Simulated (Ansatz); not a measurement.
`C[O][Al]([NH2])[SH]` → Al• + C• + 6 H• + N• + O• + S•  (atomization)

Program: Ansatz. Geometries: PBE0-D4/def2-TZVP. ΔE: electronic, gas phase. CCSD(T)/CBS adds triple-zeta CCSD(T) − MP2 to the extrapolated MP2 energy (def2 sets, frozen cores). This one scheme is used for every species, atoms too. For atomizations the MP2-based limit and the directly extrapolated one differ by several kJ/mol either way, and by 10 to 25 for some Ge, Se and Sn compounds, so smaller differences from it don't rank the levels. No spin–orbit coupling; open shells (•) take unrestricted orbitals. Spin–orbit coupling would lower the free atoms: a little for Al, C, O, S. Each species was taken in one conformer, which may not be the lowest.

`C[O][Al]([NH2])[SH]`:

Z-matrix (Å, degrees):
```
C
O 1 1.392
H 1 1.095 2 110.2
H 1 1.095 2 110.3 3 -119.1
H 1 1.098 2 112.8 3 120.4
Al 2 1.680 1 137.8 3 -122.1
S 6 2.186 2 121.7 1 -0.2
N 6 1.756 2 118.8 1 179.8
H 7 1.344 6 92.7 2 -0.4
H 8 1.006 6 124.3 2 -0.1
H 8 1.006 6 124.9 2 179.8
```

```json
{"species": "`C[O][Al]([NH2])[SH]`", "CCSD(T)/CBS(def2) energy (Eh)": "-811.46340"}
{"species": "Al•", "CCSD(T)/CBS(def2) energy (Eh)": "-241.93820"}
{"species": "C•", "CCSD(T)/CBS(def2) energy (Eh)": "-37.79194"}
{"species": "H•", "CCSD(T)/CBS(def2) energy (Eh)": "-0.50000"}
{"species": "N•", "CCSD(T)/CBS(def2) energy (Eh)": "-54.53257"}
{"species": "O•", "CCSD(T)/CBS(def2) energy (Eh)": "-75.00631"}
{"species": "S•", "CCSD(T)/CBS(def2) energy (Eh)": "-397.67955"}
```

Task: Work out ΔE.

Result: ΔE = 6 × (-0.50000) + (-241.93820) + (-37.79194) + (-54.53257) + (-75.00631) + (-397.67955) − (-811.46340) = 1.51483 Eh = +3977.2 kJ/mol.

Largest T1 diagnostic among the species: 0.018.

The D4 term adds +34.6 kJ/mol with B3LYP and +18.5 kJ/mol with PBE0; it sums over pairs of atoms, weighted by their polarisabilities, and B3LYP, whose exchange is more repulsive, gets the larger term. From PBE to PBE0 (25 % exact exchange), in def2-TZVPP and without D4, ΔE moves by −73.7 kJ/mol: exact exchange takes away binding that semilocal exchange gives to molecules. At CCSD(T), def2-SVP lies −282.9 kJ/mol from the extrapolated value and def2-TZVPP −122.3 kJ/mol: correlation converges slowly with the basis, and small sets miss more of it in the bonded molecule than in its fragments.

B3LYP here is the variant with VWN-RPA as its local correlation; programs differ in this.
